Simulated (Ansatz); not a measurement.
Abridged output of a molecular run in Ansatz:

```
Functional definition: HF
1791 factors; integrals over basis functions are off by at most 1.2e-3 eV
mean field evaluation 1: about -31116.1502 eV, gradient 5.2e1 eV
mean field evaluation 2: about -31116.3292 eV, gradient 5.2e1 eV
mean field evaluation 4: about -31122.2554 eV, gradient 5.5e0 eV
mean field evaluation 8: about -31122.3559 eV, gradient 4.3e-1 eV
mean field -31122.35676591 eV, -1143.7255156561 hartree, gradient 1.7e-6 eV, S^2 0.000000; 0 other end points of the search recorded, 0 dependent functions left out
18 core orbitals not correlated: weight in the atoms' cores, before any rotation towards them, 1.000 or more for the frozen orbitals, at most 0.000 for the correlated occupied ones
reference -31122.35676591 eV, -1143.7255156561 hartree; 28, 28 occupied and 137, 137 virtual orbitals, 1791 factors
second order -37.87771654 eV of doubles, -0.00000000 eV of singles
cycle   1  -38.46624558 eV  change   -5.9e-1 eV  update   1.5e-1
cycle   2  -39.38384417 eV  change   -9.2e-1 eV  update   4.5e-2
cycle   3  -39.63601360 eV  change   -2.5e-1 eV  update   2.8e-2
cycle   4  -39.63431587 eV  change    1.7e-3 eV  update   8.4e-3
cycle   5  -39.62511396 eV  change    9.2e-3 eV  update   4.5e-3
cycle   6  -39.62569877 eV  change   -5.8e-4 eV  update   1.4e-3
cycle   7  -39.62562521 eV  change    7.4e-5 eV  update   6.0e-4
cycle   8  -39.62544458 eV  change    1.8e-4 eV  update   1.9e-4
cycle   9  -39.62552152 eV  change   -7.7e-5 eV  update   7.1e-5
cycle  10  -39.62560642 eV  change   -8.5e-5 eV  update   2.9e-5
cycle  11  -39.62557874 eV  change    2.8e-5 eV  update   1.2e-5
perturbative correction -1.18479869 eV, -0.0435405489 hartree
Total energy: -31163.16714334 eV, -1145.2252693644 hartree
```

Its atoms:

Z-matrix (Å, degrees):
```
C
C 1 1.488
H 1 1.093 2 109.0
H 1 1.093 2 108.9 3 -116.2
H 1 1.088 2 112.5 3 122.0
C 2 1.394 1 120.9 3 -122.5
O 2 1.278 1 115.4 3 57.5
C 6 1.394 2 123.2 1 179.2
H 6 1.080 2 118.4 1 -0.1
Al 7 1.798 2 126.2 1 178.2
C 8 1.488 6 120.9 2 -179.1
O 8 1.278 6 123.7 2 0.8
F 10 1.649 7 109.9 2 117.5
Cl 10 2.100 7 110.5 2 -111.5
H 11 1.088 8 112.5 6 0.3
H 11 1.093 8 108.9 6 -121.5
H 11 1.093 8 109.0 6 122.3
```

**Question.** Which basis set was used?
A. def2-SVP
B. def2-TZVPPD
C. def2-SVPD
D. cc-pV(Q+d)Z

**Answer.** A. It gives 183 functions.

**Question.** Write the keys of the input that set method, charge and spin (a neutral closed shell needs none for the last two).

**Answer.** 
```yaml
correlation: {method: ccsd_t}
```
